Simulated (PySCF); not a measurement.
Calculation: PBE-D3(BJ)/def2-TZVP // B3LYP-D3(BJ)/def2-TZVP (PySCF 2.14.0). All species are isolated molecules in the gas phase. Delta-SCF ions had no search for a lower state. 

Reference species (SMILES): `C#CN=C=C` (neutral, multiplicity 1).

| Quantity | Value |
|---|---|
| HOMO–LUMO gap | 3.47 eV |
| S1 oscillator strength | 0.000 |
| vertical ionisation energy (Delta-SCF) | 8.78 eV |
| LUMO | -2.32 eV |

Changed species: `C#CNC#C`.

### Question
Predict the effect on the HOMO–LUMO gap, S1 oscillator strength, vertical ionisation energy (Delta-SCF) and LUMO.

### Answer
the HOMO–LUMO gap rises by 1.17 eV, to 4.64 eV; the S1 oscillator strength stays essentially unchanged; the vertical ionisation energy (Delta-SCF) drops by 0.44 eV, to 8.34 eV; the LUMO increases by 1.63 eV, to -0.69 eV.
